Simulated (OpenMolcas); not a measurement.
An atom or ion with 38 electrons was computed by MS-CASPT2, IPEA 0.25 Eh, imaginary shift 0.1 Eh with spin-orbit coupling (OpenMolcas, ANO-RCC-VTZP, DKH2). The lowest levels that the run gave, each within 12 % of the measured value where one is at hand:

| J | Parity | E (cm⁻¹) | g |
| --- | --- | --- | --- |
| 2 | even | 0.0 | 0.670 |
| 3 | even | 703 | 1.084 |
| 4 | even | 1526 | 1.250 |
| 2 | even | 5530 | 1.007 |
| 0 | even | 8630 |  |
| 1 | even | 8910 | 1.501 |
| 2 | even | 9420 | 1.490 |
| 4 | even | 11590 | 1.000 |
| 1 | even | 18510 | 0.499 |
| 2 | even | 18890 | 1.166 |
| 3 | even | 19560 | 1.334 |
| 0 | even | 23870 |  |

Question: Which ion is it, and what are the configurations and terms?

Answer: Zr2+ (Z = 40, charge +2; active space 2 electrons in 6 orbitals (4d 5s)). J, parity and g give the terms where levels are pure, and mixed ones are named by the computed weights; the size of the splittings, set against known spectra of the 38-electron sequence, gives the charge. In order, with the measured energies in cm⁻¹ (Moore, Atomic Energy Levels, vol. II, NSRDS-NBS 35 (1971 reprint of NBS Circular 467, 1952); NIST levels as listed in Rynkun, Gaigalas and Jonsson, Astron. Astrophys. 637, A10 (2020)): 4d² ³F₂, 4d² ³F₃ (681), 4d² ³F₄ (1486), 4d² ¹D₂ (5742), 4d² ³P₀ (8062), 4d² ³P₁ (8326), 4d² ³P₂ (8838), 4d² ¹G₄ (11049), 4d 5s ³D₁ (18399), 4d 5s ³D₂ (18803), 4d 5s ³D₃, 4d² ¹S₀ (23979).

CASPT2 does not keep the components of a term degenerate, so their means are used; among the terms shown or strongly mixed into the levels shown the widest spread is 820 cm-1 (4d² ¹G). Terms from blocks run as CI alone lack orbitals of their own. A single d shell beside an s shell can misplace configurations of different d count against each other. Measured partners are found by configuration, term and J. A level has none where our copy of the source lacks it or the pairing is in doubt (some pairs that miss far off the trend of their configuration count as doubtful), and it then counts in no deviation. Only configurations of the active space appear.
